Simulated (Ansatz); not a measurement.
Calculated with Ansatz (gas phase, PBE0-D4/def2-TZVP geometries, no zero-point term in ΔE). CBS: MP2 limit from def2 TZ/QZ plus the TZ coupled-cluster correction, frozen cores. This one scheme is used for every species. DFT in def2-TZVPP. For Ge outer-core shells are correlated without core-valence functions, which leaves a few kJ/mol of doubt a bond. Scalar relativity is left out up to krypton. Each species was taken in one conformer, which may not be the lowest.

Reaction (redistribution): `O[SiH2]C#[C][GeH2][OH]` + `FC[SiH3]` → `[OH][GeH2][C]#C[SiH](O)F` + `C[SiH3]`

`O[SiH2]C#[C][GeH2][OH]`:

```xyz
12

O    -2.871   -0.047    1.587
Si   -1.375    0.465    2.024
C    -0.185    0.289    0.645
C     0.591    0.186   -0.284
Ge    1.822   -0.014   -1.727
O     1.391   -1.466   -2.654
H    -3.255    0.319    0.788
H    -0.962   -0.393    3.154
H    -1.366    1.896    2.421
H     3.234   -0.138   -1.137
H     1.688    1.143   -2.718
H     1.287   -2.241   -2.098
```

`FC[SiH3]`:

```xyz
8

F     0.467    1.341    1.315
C     0.653    0.100    0.714
Si   -0.597   -0.148   -0.689
H     0.542   -0.672    1.483
H     1.681    0.053    0.340
H    -0.348   -1.486   -1.289
H    -0.417    0.903   -1.722
H    -1.980   -0.091   -0.153
```

`[OH][GeH2][C]#C[SiH](O)F`:

Cartesian coordinates in Å:
```
O -1.058 0.436 3.254
Ge 0.397 -0.177 2.446
C 0.136 -0.090 0.554
C -0.053 -0.055 -0.644
Si -0.345 0.052 -2.439
O 0.897 0.783 -3.189
F -0.526 -1.440 -2.962
H -1.857 -0.018 2.975
H 1.519 0.769 2.870
H 0.661 -1.643 2.819
H -1.563 0.806 -2.769
H 1.791 0.576 -2.914
```

`C[SiH3]`:

```xyz
8

C    -0.507    0.338   -0.777
Si    0.454   -0.302    0.695
H    -0.889   -0.489   -1.380
H     0.128    0.958   -1.414
H    -1.357    0.942   -0.453
H    -0.412   -1.149    1.560
H     0.971    0.826    1.517
H     1.612   -1.123    0.251
```

```csv
species,PBE energy (Eh)
`O[SiH2]C#[C][GeH2][OH]`,-2596.15477
`FC[SiH3]`,-430.18738
`[OH][GeH2][C]#C[SiH](O)F`,-2695.43106
`C[SiH3]`,-331.00861
```

Q: Work out ΔE.

A: ΔE = (-2695.43106) + (-331.00861) − (-2596.15477) − (-430.18738) = -0.09752 Eh = -2.65 eV. CCSD(T)/CBS gives -2.87 eV.

Largest T1 diagnostic among the species: 0.012.

From PBE to PBE0 (25 % exact exchange), in def2-TZVPP and without D4, ΔE moves by −0.08 eV.
